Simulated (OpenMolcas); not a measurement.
**3d along the 19-electron sequence**

```yaml
Program: OpenMolcas 26.06
Method: RASSCF
Basis: ANO-RCC-VQZP
Scalar_Hamiltonian: DKH2, point nucleus
Spin-orbit_coupling: RASSI with atomic mean-field integrals over the reference wave functions, term energies averaged over their components
```

Active space for each ion: 7 electrons in 8 orbitals (RAS1 3p, at most 2 holes; RAS2 3d).

Computed levels in cm-1 above 2D 3/2:

| Level | Sc2+ | Ti3+ | V4+ | Cr5+ | Mn6+ | Fe7+ |
| --- | --- | --- | --- | --- | --- | --- |
| 2D 5/2 | 243 | 417 | 637 | 946 | 1349 | 1864 |
| weight of 2D in the lowest level (%) | 100 | 100 | 100 | 100 | 100 | 100 |

Measured, with the error of the calculation in %. Measured levels: Sc2+ from Sugar and Corliss, J. Phys. Chem. Ref. Data 9, 473 (1980); Ti3+ from Corliss and Sugar, J. Phys. Chem. Ref. Data 8, 1 (1979); V4+ from Sugar and Corliss, J. Phys. Chem. Ref. Data 7, 1191 (1978); Cr5+ from Sugar and Corliss, J. Phys. Chem. Ref. Data 6, 317 (1977); Mn6+ from Corliss and Sugar, J. Phys. Chem. Ref. Data 6, 1253 (1977); Fe7+ from Corliss and Sugar, J. Phys. Chem. Ref. Data 11, 135 (1982).

| Level | Sc2+ | Ti3+ | V4+ | Cr5+ | Mn6+ | Fe7+ |
| --- | --- | --- | --- | --- | --- | --- |
| 2D 5/2 | 198 (+22.9) | 382 (+9.2) | 625 (+1.9) | 940 (+0.6) | 1350 (-0.1) | 1836 (+1.5) |

The fine-structure level 2D 5/2 changes by a factor of 7.67 from Sc2+ to Fe7+. Its fourth root runs 3.95, 4.52, 5.02, 5.55, 6.06, 6.57, with steps per unit of Z of 0.57, 0.50, 0.52, 0.51, 0.51; equal steps would mean a (Z - σ)^4 law with constant σ.

Without dynamic correlation excited terms often stand tens of per cent too high (terms of higher spin than the ground term too low), and those without a measured partner can miss by more than the paired ones. Active for correlation alone: 3p; no level in the range computed is led by a configuration that opens it, so any true level of that kind is missing. Computed and measured levels are paired by configuration, term and J; levels that our copy of the source lacks, or whose pairing is in doubt (as where it misses far off the trend of its configuration), stay unpaired and out of the deviations. Levels of configurations outside the active space are missing.
